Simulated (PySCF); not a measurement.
Cl2FHOSn, SMILES [Sn]([Cl])([OH])([Cl])[F]. Heavy atoms are numbered as in [OH:1][Sn:2]([F:3])([Cl:4])[Cl:5]. Hydrogens are named by the atom that carries them.

The structure is a stationary point at B3LYP-D3(BJ)/def2-SVP. The def2 effective core potentials stand for the cores of Sn; spin–orbit coupling is left out. Other conformers were not sampled.

All values below come from PBE/def2-TZVP run with PySCF.

ESP charges are fitted to the potential on shells at 1.4 to 2.0 van der Waals radii. Atomic charges (e), one atom of each kind:

| atom | ESP fit | Mulliken | Löwdin |
|---|---|---|---|
| O1 (OH) | -0.53 | -0.58 | -0.28 |
| Sn2 | 0.56 | 1.21 | 0.12 |
| F3 | -0.27 | -0.41 | -0.22 |
| Cl4 | -0.09 | -0.28 | 0.10 |
| H on O1 | 0.41 | 0.33 | 0.17 |
